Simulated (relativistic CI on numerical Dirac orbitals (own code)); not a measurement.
**How well does a small relativistic CI reproduce Sb?**

Calculated at this level of theory: Dirac-Coulomb-Breit CI, KLI orbitals optimised for each configuration, model QED, valence Slater integrals scaled by 0.85, configuration energies shifted to the measured levels that pair with them (semi-empirical) (own radial code, finite nucleus).

Configuration list (outside the closed core [Kr] 4d10): 5s²5p³, 5s²5p²6s, 5s²5p²5d, 5s5p⁴, 5s²5p²7s, 5s²5p²6p, 5s²5p²7p, 5s²5p²6d, 5s²5p5d², 5s²5p²4f, 5s²5p²7d, 5s²5p²5f, 5s²5p²5g, 5s²5p²6f, 5s²5p²7f, 5p⁵. Levels of other configurations are missing.

| Configuration | Term (tabulated) | J | Measured (cm⁻¹) | Computed | Error | Purity (%) |
| --- | --- | --- | --- | --- | --- | --- |
| 5s²5p³ | 4S° | 3/2 | 0.0 | 0 | 0 | 95 |
| 5s²5p³ | 2D° | 3/2 | 8512.1 | 9755 | 1243 | 78 |
| 5s²5p³ | 2D° | 5/2 | 9854.0 | 11451 | 1597 | 100 |
| 5s²5p³ | 2P° | 1/2 | 16395.4 | 15566 | -830 | 97 |
| 5s²5p³ | 2P° | 3/2 | 18464.2 | 17863 | -601 | 75 |
| 5s²5p²6s | 4P | 1/2 | 43249.3 | 43087 | -163 | 82 |
| 5s²5p²6s | 4P | 3/2 | 45945.3 | 45701 | -244 | 92 |
| 5s²5p²6s | 2P | 1/2 | 46991.1 | 46991 | 0 | 82 |
| 5s²5p²6s | 4P | 5/2 | 48332.4 | 48236 | -97 | 86 |
| 5s²5p²6s | 2P | 3/2 | 49391.1 | 49607 | 216 | 71 |
| 5s²5p²5d | 4F | 5/2 | 55120.9 | 54962 | -159 | 59 |
| 5s²5p²6s | 2D | 5/2 | 55728.3 | 56538 | 810 | 81 |
| 5s²5p²5d | 4F | 7/2 | 56528.1 | 56528 | 0 | 68 |
| 5s²5p²5d | 2F | 5/2 | 57287.1 | 57530 | 243 | 55 |
| 5s²5p²5d | 2F | 7/2 | 61125.7 | 61353 | 228 | 66 |

Measured levels from NIST Handbook of Basic Atomic Spectroscopic Data (Sansonetti and Martin, J. Phys. Chem. Ref. Data 34, 1559 (2005)); pairs were made by configuration, J and term (by order where the table uses no LS term), so strongly mixed levels may be paired wrongly.

Mean error by configuration (cm⁻¹): 5s²5p³ 352; 5s²5p²6s 87; 5s²5p²5d 78. Over the excited levels the mean absolute error is 459 cm⁻¹ (14 of the 20 excited levels that our extract of the source holds in range could be paired, and the others can miss by more), and the median relative error of those above 1,000 cm⁻¹ is 0.43 %, both after the shifts were fitted to these levels, so that a configuration with one level shows no error.

Transition probabilities of persistent lines. The last column rescales the computed rate by the cube of measured over computed energy:

```csv
λ measured (Å),Lower,Upper,A tabulated (s⁻¹),A computed,A rescaled
2068.34 air,5s²5p³ ⁴S°3/2,5s²5p²6s ⁴P5/2,1.81e+08,1.83e+08,1.85e+08
2175.82 air,5s²5p³ ⁴S°3/2,5s²5p²6s ⁴P3/2,1.75e+08,1.64e+08,1.66e+08
2179.19 air,5s²5p³ ²D°5/2,5s²5p²6s ²D5/2,2.39e+08,1.88e+08,1.98e+08
2311.46 air,5s²5p³ ⁴S°3/2,5s²5p²6s ⁴P1/2,1.69e+08,1.60e+08,1.62e+08
2528.51 air,5s²5p³ ²D°5/2,5s²5p²6s ²P3/2,1.77e+08,2.13e+08,2.38e+08
2598.05 air,5s²5p³ ²D°3/2,5s²5p²6s ²P1/2,2.10e+07,2.68e+08,2.96e+08
2877.91 air,5s²5p³ ²D°3/2,5s²5p²6s ⁴P1/2,4.24e+07,3.25e+07,3.68e+07
3232.49 air,5s²5p³ ²P°3/2,5s²5p²6s ²P3/2,3.07e+07,3.28e+07,3.03e+07
3267.49 air,5s²5p³ ²P°1/2,5s²5p²6s ²P1/2,4.95e+07,4.37e+07,4.03e+07
```

Configurations whose levels could be paired with our table of measured levels were shifted onto them, all but the ground configuration, by the median error of their levels; single terms can still be off by 1,000 to 2,000 cm⁻¹ or more, and rates follow the energies as ν³ (E1, M1) or ν⁵ (E2). The others borrow a shift and can be off by several thousand cm⁻¹ or more. The fine structure of a lone outer electron comes out too small, for d and f at times inverted, and misplaced configurations move strength between like terms. 14 of the 20 excited levels that our extract of the measured tables holds in this range could be paired (the sources list more); they are missed by 459 cm⁻¹ on average and 1597 at most, after the shifts were fitted to these levels, and levels without a partner can miss by more.

Shifts applied (cm⁻¹): 5s²5p³ 0; 5s²5p²6s -2078; 5s²5p²5d -1882.
